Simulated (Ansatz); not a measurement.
C$_{2}$Cl$_{2}$O$_{2}$Pt, charge -1, doublet, geometry from GFN2-xTB (such geometries of metal compounds can be far from the true shape) (the multiplicity is a formal guess) (core potentials on Pt) (a gas-phase anion, which may not be bound at this level), with bond 3-1 at 1.25 times its length; PBE0/def2-SV(P) (Ansatz, a quantum-chemistry and plane-wave program).

Ansatz was given this input:
Ansatz 0.2 input:
```yaml
crystal:
  periodic: [false, false, false]
  atoms:
    - {symbol: Pt, position_ang: [0.06480347, -0.01452783, 0.17195661]}
    - {symbol: Cl, position_ang: [1.69255783, -0.77775687, -1.54203070]}
    - {symbol: Cl, position_ang: [-2.81932045, 1.12993640, 0.06046772]}
    - {symbol: O, position_ang: [1.27853031, 2.77339943, 0.23086037]}
    - {symbol: C, position_ang: [0.84369178, 1.70694216, 0.27963943]}
    - {symbol: O, position_ang: [-0.96477093, -2.84373893, 0.60170309]}
    - {symbol: C, position_ang: [-0.54632550, -1.77360661, 0.50942479]}
basis:
  gaussian:
    orbitals: def2-SV_P_.json
hamiltonian:
  xc: pbe0
total_charge: -1
magnetization: {spin_polarized: true, initial_magnetization: 1}
scf: {lower_state_search: standard}
```
The basis file holds def2-SV(P) in the JSON format of the Basis Set Exchange.

### Question
Predict the main parts of the log of this Ansatz run.

### Answer

```
Functional definition: PBE0
1199 factors; integrals over basis functions are off by at most 1.3e-3 eV
mean field evaluation 1: about -34433.1334 eV, gradient 2.6e1 eV
mean field evaluation 2: about -34404.9643 eV, gradient 7.6e1 eV
mean field evaluation 4: about -34436.2114 eV, gradient 4.6e0 eV
mean field evaluation 8: about -34436.6805 eV, gradient 5.5e-1 eV
mean field evaluation 16: about -34436.6838 eV, gradient 2.5e-3 eV
mean field -34436.68375996 eV, -1265.5247861560 hartree, gradient 5.0e-5 eV, S^2 0.758210; 2 other end points of the search recorded, 0 dependent functions left out
reference -34436.68379562 eV, -1265.5247874664 hartree; 41, 40 occupied and 76, 77 virtual orbitals, 1199 factors
Total energy: -34436.68379562 eV, -1265.5247874664 hartree
```
